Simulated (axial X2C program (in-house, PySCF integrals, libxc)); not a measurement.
**TiH⁻: properties at the nuclei**

Calculated with an in-house all-electron X2C program for linear molecules (integrals from PySCF): two-component X2C with atomic mean-field Coulomb and Gaunt terms, Gaussian nuclei, basis Ti dyall-acv3z, H dyall-av3z with contracted cores.

R = 1.823 Å (near the PBE0 minimum at charge -1 of the determinant lowest at the starting distance; the state shown can have its own minimum elsewhere).

Determinant lowest in the PBE0 search, Ω = 2 (⟨Sz⟩ = -1.00, ⟨Lz⟩ = 3.00 at PBE0), spin on the atoms Ti -1.01, H 0.01:

| level | Eeff magnitude (GV/cm) | Ws magnitude Ti (kHz) | A∥/gI Ti (MHz) | qzz Ti (a.u.) | A∥/gI H (MHz) | qzz H (a.u.) |
| --- | --- | --- | --- | --- | --- | --- |
| PBE0 | 0.00299 | 0.00195 | 194 | -0.91 | 4.54 | 0.06 |
| PBE50 | 0.0348 | 0.00518 | 207 | -0.97 | 3.23 | 0.06 |
| PBE | 0.0338 | 0.00704 | 197 | -0.85 | 5.48 | 0.05 |
| BHandHLYP | 0.0301 | 0.00507 | 239 | -0.96 | 3.04 | 0.06 |

Determinant 0.04 eV from it at PBE0 and this distance, Ω = 4 (⟨Sz⟩ = 1.00, ⟨Lz⟩ = 3.00 at PBE0), spin on the atoms Ti 1.01, H -0.01:

```
    level  Eeff magnitude (GV/cm)  Ws magnitude Ti (kHz)  A∥/gI Ti (MHz)  qzz Ti (a.u.)  A∥/gI H (MHz)  qzz H (a.u.)
     PBE0                 0.00352               0.000977             152          -0.91           1.38          0.06
    PBE50                  0.0374                 0.0029             150          -0.97           2.06          0.06
      PBE                  0.0352                0.00357             146          -0.85          0.848          0.05
BHandHLYP                  0.0349                0.00308             136          -0.96           2.13          0.06
```

Eeff is the effective electric field on the electron electric dipole moment in this Ω state and Ws the scalar–pseudoscalar constant of the nucleus named (defined with the proton number Z and per Ω); A∥ (defined per Ω) follows by multiplying with gI = μI/(I μN); qzz is the electric field gradient, eQq0 = 234.96 MHz × Q/barn × qzz. The operators were transformed with the bare-nucleus X2C matrices; with these basis sets, hyperfine constants and field gradients can be off by tens of per cent, and where levels differ in sign neither size nor sign is settled.

(1) With gI(47Ti) = -0.3154, Q(47Ti) = 0.302 barn, gI(1H) = 5.5857 (g factors from the IAEA table of nuclear moments by Stone; Q from Pyykkö, Mol. Phys. 2018), turn the PBE0 values of the first state into constants in MHz.

Each state is one determinant with collinear spin, which with several unpaired electrons need not be a pure state. In the state Ω = 2 the sign of Eeff differs between levels (PBE50, BHandHLYP against PBE0). In the state Ω = 4 the sign of Eeff differs between levels (PBE50, BHandHLYP against PBE0). For an anion, determinants above electron detachment, or with a positive highest level, are held by the basis set. With several open shells hyperfine constants can be off by a factor of several. Where Eeff spreads by more than a factor of two the levels disagree and none is to be relied on. Open-shell Ω = 0 determinants with evenly filled partner blocks cannot be reached by this program, so the Ω shown need not be the lowest component. Left out as unconverged or as another state under the same occupation: HF in at least one table. States lie within half an eV, so the first need not be the ground state. The sign of Ws at Ti differs between levels in the first state. The sign of Ws at Ti differs between levels in the second state. Further determinants of the search, some of them spin-mixed, are not shown. PBE0 term energies can be off by some tenths of an eV.

Answers

(1) A∥(47Ti) = 194 × -0.3154 = -61.2 MHz; eQq0(47Ti) = 234.96 × (0.302) × (-0.91) = -64.6 MHz; A∥(1H) = 4.54 × 5.5857 = 25.4 MHz.
